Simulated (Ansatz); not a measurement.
Calculated with Ansatz (gas phase, PBE0-D4/def2-TZVP geometries, no zero-point term in ΔE). CCSD(T)/CBS is the MP2 limit (def2-TZVPP, def2-QZVPP) plus CCSD(T) − MP2 in def2-TZVPP, frozen cores. DFT in def2-TZVPP. B3LYP here is the variant with VWN-RPA as its local correlation; programs differ in this. One conformer a species, not always the lowest.

Consider the ligand exchange at the Si–O bond: `O[SiH2]O[Si](O)(O)O` + `O[SiH2]F` → `O[Si](O)(O)O[SiH2]F` + `O[SiH2]O`.

`O[SiH2]O[Si](O)(O)O`:

Z-matrix (Å, degrees):
```
Si
O 1 1.646
O 1 1.635 2 110.4
H 1 1.484 2 107.6 3 -122.3
H 1 1.478 2 108.5 3 117.2
Si 2 1.619 1 135.7 3 39.2
H 3 0.963 1 114.4 2 -42.5
O 6 1.625 2 114.8 1 104.7
O 6 1.641 2 104.5 1 -12.3
O 6 1.630 2 109.8 1 -135.5
H 8 0.958 6 117.1 2 87.9
H 9 0.958 6 116.9 2 165.6
H 10 0.958 6 117.4 2 36.7
```

`O[SiH2]F`:

Z-matrix (Å, degrees):
```
Si
F 1 1.596
O 1 1.630 2 111.0
H 1 1.482 2 106.0 3 121.4
H 1 1.474 2 108.2 3 -116.3
H 3 0.958 1 119.1 2 71.8
```

`O[Si](O)(O)O[SiH2]F`:

Z-matrix (Å, degrees):
```
Si
O 1 1.630
O 1 1.626 2 106.8
O 1 1.626 2 114.8 3 119.9
O 1 1.625 2 108.5 3 -122.9
H 2 0.958 1 117.7 3 165.0
H 3 0.958 1 117.3 2 -35.9
H 4 0.958 1 117.1 2 -72.0
Si 5 1.620 1 145.5 2 166.0
F 9 1.594 5 108.8 1 -94.5
H 9 1.477 5 108.6 1 149.0
H 9 1.478 5 111.3 1 23.6
```

`O[SiH2]O`:

Cartesian coordinates in Å:
```
O 0.802 0.760 0.939
Si 0.262 -0.249 -0.238
O -1.369 -0.223 -0.425
H 0.694 1.703 0.802
H 0.778 0.145 -1.569
H 0.738 -1.584 0.193
H -1.906 -0.552 0.297
```

Q: Is it downhill or uphill in electronic energy at CCSD(T)/CBS, and by how much? (An estimate is asked.)

A: The calculation gave: Uphill: ΔE = +5.9 kJ/mol.

Q: What do these levels give: PBE-D4, PBE0-D4, B2PLYP, B3LYP, HF/def2-TZVPP, SCS-MP2/def2-QZVPP? (Best estimate.)

A: Ansatz gave: PBE-D4 6.6, PBE0-D4 6.3, B2PLYP 4.5, B3LYP 2.9, HF/def2-TZVPP 0.2, SCS-MP2/def2-QZVPP 4.5 kJ/mol.

Largest T1 diagnostic among the species: 0.012.

In def2-TZVPP, CCSD(T) changes the Hartree–Fock value by +6.1 kJ/mol (the triples alone add +1.1 kJ/mol) and MP2 by +6.1 kJ/mol.
